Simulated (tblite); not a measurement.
Compound: C₄H₁₂N₂Si₂.
Numbering: `[CH2:1]=[CH:2][Si@@H:3]1[N:4]([CH3:5])[CH2:6][Si@@H:7]1[NH2:8]` (hydrogens: H9, H10 on C1; H11 on C2; H12 on Si3; H13, H14, H15 on C5; H16, H17 on C6; H18 on Si7; H19, H20 on N8)

Cartesian coordinates in Å at the GFN2-xTB level; atoms count from 1:
```xyz
20
C4H12N2Si2 angstrom
C      3.165    0.635    0.985
C      1.867    0.382    1.029
Si     0.746    0.355   -0.487
N     -0.876    0.743   -0.035
C     -1.442    1.944    0.502
C     -1.789   -0.240   -0.606
Si    -0.445   -1.476   -1.254
N     -0.233   -2.998   -0.465
H      3.658    0.876    0.057
H      3.798    0.621    1.860
H      1.421    0.144    1.988
H      1.362    1.254   -1.489
H     -1.948    2.537   -0.271
H     -0.651    2.550    0.940
H     -2.177    1.709    1.281
H     -2.476   -0.611    0.165
H     -2.410    0.209   -1.391
H     -0.711   -1.852   -2.647
H     -0.005   -3.013    0.516
H     -0.859   -3.758   -0.680
```

All values are computed: GFN2-xTB (tblite) harmonic vibrations without scaling, gas phase. Against measured fundamentals such values can be off by several per cent, at times by over 20. Modes of hydrogen on silicon can be 10 to 20 % off. One conformer, not necessarily the lowest.

Harmonic wavenumbers (cm⁻¹): 41.0, 71.3, 84.6, 107.3, 130.2, 170.8, 190.5, 197.1, 228.2, 265.5, 321.6, 406.4, 409.4, 460.1, 494.5, 520.7, 589.8, 638.7, 667.2, 688.5, 700.9, 749.2, 756.1, 817.7, 899.7, 912.6, 1002.9, 1010.3, 1029.5, 1103.7, 1142.0, 1171.1, 1210.1, 1266.5, 1306.2, 1417.0, 1423.3, 1483.6, 1503.9, 1512.0, 1518.3, 1666.1, 2069.5, 2191.0, 2855.8, 2866.2, 2897.3, 2917.7, 3011.9, 3019.7, 3064.5, 3093.3, 3458.1, 3498.3.

A = 1636, B = 1156, C = 768.7 MHz; mass 144.054 u (most abundant isotopes); point group C1, symmetry number 1.

Question: What is the zero-point energy?

Answer: Half the sum of the wavenumbers: 33615 cm⁻¹ = 402.12 kJ/mol.

Question: Give the ideal-gas entropy at 298.15 K and 1 bar in the rigid-rotor, harmonic-oscillator model (classical rotation).

Answer: Translation 170.84, rotation 124.61, vibration 160.31: S = 455.8 J/(mol K).

Question: And Cp and H(298.15 K) − H(0)?

Answer: Cp = 191.28 J/(mol K), of which vibrations give 158.02 (their classical limit is 54 R = 449.0); H(298.15 K) − H(0) = 34.87 kJ/mol without the zero-point energy, 24.95 from vibrations.

Question: Blend soft modes into free rotors: weight 1/[1 + (100 cm⁻¹/ν̃)⁴] for the oscillator and the rest for a rotor with moment μB/(μ + B), μ = h/(8π²ν), B = 10⁻⁴⁴ kg m². What vibrational entropy results?

Answer: 147.87 J/(mol K) in place of 160.31, which changes −T·S at 298.15 K by +3.71 kJ/mol.

Question: Which modes carry the vibrational entropy at 298.15 K?

Answer: 41.0 cm⁻¹: 21.80; 71.3 cm⁻¹: 17.23; 84.6 cm⁻¹: 15.82; 107.3 cm⁻¹: 13.88; 130.2 cm⁻¹: 12.31; 170.8 cm⁻¹: 10.15 J/(mol K); the other 48 give 69.12 together.

Question: What must be added to the electronic energy to get the Gibbs energy at 298.15 K and 1 bar?

Answer: ZPE + [H(298.15 K) − H(0)] − T·S = 402.12 + 34.87 − 135.89 = 301.10 kJ/mol.

Hindered rotation and anharmonicity are outside this model. Other conformers, if any are populated, would add a mixing term that is left out. The structure is chiral; the term R ln 2 for an equal mix with its mirror image is left out.

The run took 1.6 s of wall time on an Arm Neoverse N1 with one thread, no GPU, shared host with 64 logical CPUs at a one-minute load of 62. This covers the Hessian and the dipole derivatives.
